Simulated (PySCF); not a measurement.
**Computed structure and properties of [Er(OH)2]+**

System: [Er(OH)2]+ (singlet in the valence; each metal's 4f electrons, 11 of them, lie in its core potential, out of spins and levels); start: template (C2). Method: PySCF 2.14.0, RKS PBE0, Er lcecp-1-SVP with ECP57, O def2-SVP, H def2-SVP; non-relativistic Hamiltonian with scalar-relativistic core potentials where named; density fitting; no spin-orbit coupling.

Input of the relaxation:

```python
mol = gto.M(atom='''
Er     0.00000     0.00000    -0.14870
O      1.94580    -0.00000     0.72210
H      2.90540    -0.09060     0.78120
O     -1.94580     0.00000     0.72210
H     -2.90540     0.09060     0.78120''',
    basis={'Er': 'lcecp-1-SVP', 'O': 'def2-SVP', 'H': 'def2-SVP'},
    ecp={'Er': 'lcecp-1-SVP'},
    charge=1, spin=0)
mf = dft.RKS(mol, xc='PBE0')
mf.grids.atom_grid = (50, 194)  # f atoms: unpruned, at least (60, 302)
mf = mf.density_fit()  # fitting sets: Er AutoAux, O def2-universal-JKFIT, H def2-universal-JKFIT
mf.conv_tol = 1e-08; mf.max_cycle = 55
mf.kernel(dm0)  # dm0: converged density of the start geometry
# quasi-Newton relaxation in Cartesian coordinates to a largest gradient under 0.00045 Eh/bohr, steps kept in the point group
```

Run from Python with OMP_NUM_THREADS=2; the lines above give its settings. Where DIIS fails, smearing, a level shift and second-order steps follow.
It took 27 s on 2 threads of Arm Neoverse V2, on a shared host, from the converged density of the start.

Course of the relaxation:

```tsv
step	energy above end (eV)	largest force component within the symmetry (eV/Å)
0	1.0768	3.100
1	0.4585	1.379
2	0.2832	1.281
3	0.2439	1.103
4	0.1817	0.459
5	0.1416	0.623
6	0.0950	0.524
7	0.0561	0.524
8	0.0253	0.245
9	0.0167	0.240
10	0.0090	0.202
11	0.0018	0.079
12	0.0001	0.025
13	0.0000	0.022
14	0.0000	0.007
```

Relaxed geometry (C2v):

```xyz
5

Er    0.0000    0.0000   -0.5461
O     1.6241   -0.0346    0.5022
H     2.2867   -0.0494    1.1998
O    -1.6241    0.0346    0.5022
H    -2.2867    0.0494    1.1998
```

| contact | Å |
| --- | --- |
| Er1–O2 (OH) | 1.933 |
| Er1–O4 (OH) | 1.933 |

On the finer grid (75, 302):

```json
{
  "HOMO": "-13.72 eV",
  "LUMO": "-7.22 eV",
  "Dipole about the centre of mass": "2.43 D",
  "Set of Mulliken populations of Er1 outside the core potential": "s 2.14, p 6.20, d 1.21, f 0.07",
  "D3(BJ) dispersion energy (not in the energies)": "-0.050 eV"
}
```

```json
{"atom": "Er1", "Mulliken (e)": "1.38", "Löwdin (e)": "1.14", "spin (e)": "0.00"}
{"atom": "O2", "Mulliken (e)": "-0.43", "Löwdin (e)": "-0.20", "spin (e)": "0.00"}
{"atom": "H3", "Mulliken (e)": "0.24", "Löwdin (e)": "0.13", "spin (e)": "0.00"}
{"atom": "O4", "Mulliken (e)": "-0.43", "Löwdin (e)": "-0.20", "spin (e)": "0.00"}
{"atom": "H5", "Mulliken (e)": "0.24", "Löwdin (e)": "0.13", "spin (e)": "0.00"}
```

The 4f levels lie in the core potential and are missing. Their spin isn't counted.

On the grid (50, 194), as all that follows. Harmonic modes: a minimum; lowest 141 cm⁻¹ (negative: unstable), highest 3948 cm⁻¹, zero-point energy 0.720 eV.

Taking off one OH (charge -1, singlet; the rest: singlet) in vacuum, both parts rigid, costs 17.95 eV; the small basis without counterpoise inflates it. Most of it is the attraction of opposite charges; other ways to part are cheaper, and one spin state was tried for the rest.

Rigid scan of OH along the line from its metal:

```tsv
distance to O2 (Å)	energy (eV)
1.63	2.055
1.73	0.780
1.83	0.168
1.93	0.000
2.03	0.125
2.13	0.436
2.33	1.348
2.63	2.898
3.03	4.676
3.53	6.016
```

One start shape was tried, so this needn't be the lowest isomer.

An lcecp potential fixes the number of 4f electrons, so in runs with it no electron can move into or out of that shell.
